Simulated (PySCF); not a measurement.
## Pt: excitation energy

Pt [Xe] 4f14 5d9 6s1 (3D) → Pt [Xe] 4f14 5d8 6s1 6p1 (high-spin determinant), as a difference of total energies. Calculation: PySCF 2.14, in aug-cc-pVTZ-PP with ECP60MDF (6s6p5d3f2g, 88 functions); scalar relativity through the core potential. Correlated levels: valence: 5s2 5p6 frozen. The calculations carry no spin-orbit coupling.

```json
{"method": "UHF", "excitation energy (eV)": "3.010"}
{"method": "MP2 (valence)", "excitation energy (eV)": "4.819"}
{"method": "SCS-MP2 (valence)", "excitation energy (eV)": "4.894"}
{"method": "CCSD (valence)", "excitation energy (eV)": "4.390"}
{"method": "CCSD(T) (valence)", "excitation energy (eV)": "4.513"}
```

Question: How much does correlation contribute at CCSD(T) (valence)?

Answer: 4.513 − (3.010) = 1.503 eV, measured against UHF.

The determinant of the upper state mixes LS terms, which raises its energy above the lowest term, most at the Hartree-Fock and MP2 levels.
